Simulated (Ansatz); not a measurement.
Program: Ansatz. Geometries: PBE0-D4/def2-TZVP. ΔE: electronic, gas phase. CCSD(T)/CBS adds triple-zeta CCSD(T) − MP2 to the extrapolated MP2 energy (def2 sets, frozen cores). DFT in def2-TZVPP. B3LYP here is the variant with VWN-RPA as its local correlation; programs differ in this. Elements past krypton have def2 core potentials. For Sn outer-core shells are correlated without core-valence functions, which leaves a few kJ/mol of doubt a bond. One conformer a species, not always the lowest.

Consider the formal exchange of groups at the Sn–C bond: `C[CH](Cl)[SnH3]` + `[SiH3]C=S` → `S=C[SiH2][SnH3]` + `CCCl`.

Problem. Is it downhill or uphill in electronic energy at CCSD(T)/CBS, and by how much? (Estimate.)

Solution. Ansatz gave: Downhill: ΔE = -0.62 eV.

Problem. What do these levels give: B3LYP-D4, ωB97M-V, B3LYP, SCS-MP2/def2-TZVPP, HF/def2-QZVPP, MP2/def2-QZVPP? (An estimate is asked.)

Solution. Computed: B3LYP-D4 -0.69, ωB97M-V -0.63, B3LYP -0.71, SCS-MP2/def2-TZVPP -0.56, HF/def2-QZVPP -0.67, MP2/def2-QZVPP -0.59 eV.

Largest T1 diagnostic among the species: 0.015.

In def2-TZVPP, CCSD(T) changes the Hartree–Fock value by +0.07 eV (the triples alone add +0.01 eV) and MP2 by +0.09 eV.
